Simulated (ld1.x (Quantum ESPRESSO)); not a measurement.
# u(r) = r·R(r): atom against pseudo-atom (lithium)

Columns: radius, all-electron u(r) and pseudo u(r) of the 2p shell (level -1.38 eV) of lithium in the configuration [He] 2s0.5 2p0.5; LDA (PZ), scalar-relativistic, PAW scheme, ld1.x (Quantum ESPRESSO) 7.5.

```
r (bohr)  all-electron  pseudo
   0.248        0.0216  0.0077
   0.495        0.0649  0.0300
   0.742        0.1141  0.0647
   0.990        0.1631  0.1090
   1.238        0.2091  0.1589
   1.485        0.2507  0.2102
   1.733        0.2883  0.2597
   1.980        0.3214  0.3041
   2.228        0.3501  0.3418
   2.475        0.3742  0.3716
   2.722        0.3936  0.3940
   2.970        0.4087  0.4098
   3.218        0.4195  0.4202
   3.465        0.4264  0.4266
   3.713        0.4298  0.4298
   3.960        0.4299  0.4299
   4.208        0.4272  0.4272
   4.455        0.4220  0.4220
   4.703        0.4147  0.4147
   4.950        0.4056  0.4056
   5.198        0.3950  0.3950
   5.445        0.3832  0.3832
   5.693        0.3704  0.3704
   5.940        0.3570  0.3570
   6.188        0.3430  0.3430
   6.435        0.3286  0.3286
```

Question: How many radial nodes do the two functions have?

Answer: The all-electron 2p function has n − l − 1 = 0; the pseudo-wave has 0.

Question: At about which radius was the pseudo-wave matched?

Answer: 3.78 bohr. The columns agree to 0.0005 from 3.46 bohr on; several derivatives are matched, so the curves merge somewhat inside the radius.

Question: Is the pseudo-wave norm-conserving?

Answer: No, it belongs to a PAW set: the norm inside the radius is not constrained, and the difference is carried by the augmentation charge.
